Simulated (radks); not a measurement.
Values are calculated unless marked as measured or tabulated.
Problem. F2+, 7 electrons, occupied as [He] 2s2 2p3. Level of theory: Dirac Kohn-Sham, PBEsol, spin-unpolarised, spherical densities, finite nucleus; open shells fill j = l - 1/2 first; Fermi nuclear charge, rms radius 2.8976 fm (a radial shooting solver on a logarithmic mesh with Libxc functionals). Some entries of the table are withheld. Estimate them.

orbital  occ.  eigenvalue (eV)  <r^2> (bohr^2)
1s1/2       2        -707.9095             (1)
2s1/2       2              (2)           1.009
2p1/2       2              (3)             (4)
2p3/2       1              (5)             (6)

Solution. 
(1) 1s1/2 <r^2> (bohr^2): 0.04206
(2) 2s1/2 eigenvalue (eV): -67.7403
(3) 2p1/2 eigenvalue (eV): -48.9201
(4) 2p1/2 <r^2> (bohr^2): 1.009
(5) 2p3/2 eigenvalue (eV): -48.8335
(6) 2p3/2 <r^2> (bohr^2): 1.011
